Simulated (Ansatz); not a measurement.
Species: C$_{2}$H$_{4}$B$_{2}$, SMILES `BB1C=C1` (charge 0, multiplicity 1).

Question: Give a relaxed geometry from CAM-B3LYP-D3(BJ)/def2-TZVP (Ansatz, an electronic-structure program).

Answer: Several could match; the one computed here: the end point of this relaxation, one of several conformers (outside a Z-matrix the atoms follow the SMILES, hydrogens last).
Bond lengths (Å): B1–B2 1.627, B1–H5 1.193, B1–H6 1.193, B2–C3 1.479, B2–C4 1.479, C3–C4 1.322, C3–H7 1.078, C4–H8 1.078. Bond angles (°): B2–B1–H5 121.7, B2–B1–H6 121.8, H5–B1–H6 116.5, B1–B2–C3 153.5, B1–B2–C4 153.4, C3–B2–C4 53.1, B2–C3–C4 63.5, B2–C3–H7 155.1, C4–C3–H7 141.5, B2–C4–C3 63.5, B2–C4–H8 155.1, C3–C4–H8 141.5.
